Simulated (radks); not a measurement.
Valence configurations of the silver ion Ag3+ (all share [Kr]). Calculated with a radial shooting solver on a logarithmic mesh with Libxc functionals: scalar-relativistic Kohn-Sham, BLYP, spin-polarised, spherical densities, point nucleus; open shells are filled with parallel spins first (spin-orbit coupling, left out, can overturn this in heavy ions). Energies are relative to 4d8; eigenvalues in eV for spin up.

valence          E (eV)  moment (Bohr magnetons)    e(4d)    e(5p)    e(5s)
4d8               0.000                        2  -44.326        -        -
4d7.5 5s0.5       5.560                        3  -46.729        -  -33.130
4d7.5 5p0.5       9.576                        3  -47.299  -25.448        -
4d7 5s1          11.483                        4  -49.148        -  -34.246
4d7 5p1          19.774                        4  -50.271  -26.635        -
4d6.5 5s0.5 5p1  26.322                        5  -52.693  -27.459  -36.019
4d6 5s2          26.347                        4  -53.999        -  -35.851
4d6 5s1 5p1      33.262                        6  -55.130  -28.257  -37.062
4d6 5p2          42.093                        6  -56.203  -28.847        -
4d5 5s1 5p2      57.674                        8  -61.096  -30.359  -39.701

NIST lists [Kr] 4d8 as the ground configuration; this level of theory agrees among the configurations tried. The energies are those of spherical high-spin densities, not of single terms.
